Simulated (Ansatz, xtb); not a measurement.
# Ranking isomers of C4H3BrClF

8 gas-phase structures of C4H3BrClF, from a drawn sample of its isomers (lower ones may exist). Each was relaxed with GFN2-xTB; where two conformers were screened, the lower at r2SCAN-D4/def2-SVP is listed:

A. `FC1=C(Br)C[C@@H]1Cl`, a singlet
B. `F[C@]1(Br)C/C1=C/Cl`, a singlet
C. `C#CC[C@](F)(Cl)Br`, a singlet
D. `F[C@@H]1/C(=C/Cl)[C@H]1Br`, a singlet
E. `F/C(Cl)=C1\C[C@@H]1Br`, a singlet
F. `F[C@H](Cl)C#CCBr`, a singlet
G. `C#C[C@](F)(Br)CCl`, a singlet
H. `C=C=C[C@](F)(Cl)Br`, a singlet

Which do you expect lowest at r2SCAN-D4/def2-SVP, and how would the others follow?

Calculated order at r2SCAN-D4/def2-SVP: A (0.000), H (0.468), E (0.500), B (0.664), D (0.680), C (0.723), F (0.756), G (0.846) eV. Less than 1 kcal/mol parts H and E; B and D; C and F, so the order within those pairs means little.

Energies above the lowest of each column, in eV; the last columns are at PBE0-D3(BJ)/def2-SVP geometries and were run for some of them only (a dash: not run or not comparable):

```
structure  GFN2-xTB  HF/STO-3G  r2SCAN-D4/def2-SVP  PBE0-D3(BJ)/def2-SVP  CCSD(T)/def2-SVP + ΔMP2/def2-TZVPP
        A     0.000      0.000               0.000                 0.000                               0.000
        H     0.711      1.674               0.468                 0.679                               0.460
        E     0.274      1.223               0.500                 0.565                               0.669
        B     0.424      1.360               0.664                 0.741                                   –
        D     0.400      1.478               0.680                 0.733                                   –
        C     0.665      1.253               0.723                 0.862                                   –
        F     0.524      1.158               0.756                     –                                   –
        G     0.814      1.409               0.846                     –                                   –
```

Every level run on A puts it lowest or level with the lowest. Flexible structures stand in one conformer each, not always the lowest. Frequencies (GFN2-xTB) were run for A, E, H alone. ΔMP2 is the change of the MP2 energy from the smaller to the larger basis.

Over these structures GFN2-xTB departs from r2SCAN-D4/def2-SVP by 0.141 eV on average once a common shift is removed. A GFN2-xTB relaxation took about 0.08 s and the r2SCAN-D4/def2-SVP energy about 1.9 s on a shared host (Ansatz 0.2.0, xtb 6.7.1).
